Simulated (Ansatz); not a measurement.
Correlation energies of CH5BClFSi (`B[SiH2]C(F)Cl`) by basis set

```xyz
10

B     0.032   -1.234   -1.460
Si   -0.718    0.045   -0.104
C     0.632    0.735    1.061
F     1.610    1.362    0.330
Cl   -0.071    1.899    2.209
H    -0.627   -1.559   -2.403
H     1.115   -1.725   -1.343
H    -1.408    1.211   -0.714
H    -1.681   -0.705    0.753
H     1.117   -0.030    1.672
```

Charge 0, multiplicity 1. All single points use the PBE0-D4/def2-TZVP geometry. It is one conformer, not always the lowest. Frozen core, restricted reference, Ansatz 0.2.0. CBS rows extrapolate triple and quadruple zeta; past MP2 they add the triple-zeta difference.

```tsv
basis	HF (Eh)	MP2 corr.	CCSD corr.	(T)	CCSD(T) total
def2-TZVPP	-913.37478	-0.82511	?	?	?
def2-QZVPP	?	-0.89572	–	–	–
CBS(def2)	-913.40774	-0.94802	?	as TZ	?
```

**Question.** Fill in the withheld values. (Best estimate.)

**Answer.** The calculation gave: def2-TZVPP CCSD corr.: -0.88311; def2-TZVPP (T): -0.03283; def2-TZVPP CCSD(T) total: -914.29072; def2-QZVPP HF (Eh): -913.40375; CBS(def2) CCSD corr.: -1.00603; CBS(def2) CCSD(T) total: -914.44660.
